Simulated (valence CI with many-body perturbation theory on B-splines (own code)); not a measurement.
Results of a calculation; reference values are marked as such.
**Yb L in three bases**

Level of theory: relativistic CI+MBPT: three valence electrons over a frozen Dirac-Fock core [Ar], a basis of 7 s, 7 p, 8 d, 6 f, 4 g, 1 h functions for each j, with the one-electron correlation potential Σ1, the two-electron term Σ2, the three-electron term Σ3, Breit, model QED; selected CI, second order for the rest, scaled by the run's own slope (own B-spline code, finite nucleus).

The last digits are not significant, and no measured levels were compared; by estimate large intervals hold to a few tenths of a per cent, small ones and those within an open d or f shell to about a per cent. Only levels of the ground parity were solved; by the run's estimate the other parity begins above the list, which can be wrong where configurations are misplaced.

The reference run has the lowest level (3d3/2^3) J=3/2 and an ionisation energy of 4365.03 eV. Its largest variational space holds 4701 state functions.

Levels are named by their leading jj configuration (3d3/2^4 stands for four electrons in 3d with j = 3/2), which in mixed levels can hold well under half, so a name can repeat and another be missing. Letters in brackets count levels of one name in rising energy.

Changed runs:
A. basis 6 s, 6 p, 5 d, 5 f, 1 g
B. basis 5 s, 5 p, 4 d, 4 f

Excitation energies of the reference run in cm⁻¹, and shifts in cm⁻¹:

```
                    Level  Reference      A      B
(3d3/2^2 3d5/2) J=5/2 [a]     395186   -243   -406
    (3d3/2^2 3d5/2) J=3/2     443976    -84    -39
    (3d3/2^2 3d5/2) J=7/2     470071    +10   +109
    (3d3/2^2 3d5/2) J=9/2     471926    +92   +304
    (3d3/2^2 3d5/2) J=1/2     483643    +36   +202
(3d3/2^2 3d5/2) J=5/2 [b]     653750   +282   +623
(3d3/2 3d5/2^2) J=7/2 [a]     857535   -182   -255
    (3d3/2 3d5/2^2) J=9/2     890942    -98    -49
(3d3/2 3d5/2^2) J=3/2 [a]     929921    -37    -11
    (3d3/2 3d5/2^2) J=1/2     951798   +102   +343
   (3d3/2 3d5/2^2) J=11/2     963762   +168   +541
(3d3/2 3d5/2^2) J=5/2 [a]     967506    +59   +228
   Ionisation energy (eV)    4365.03  -0.07  -0.10
```
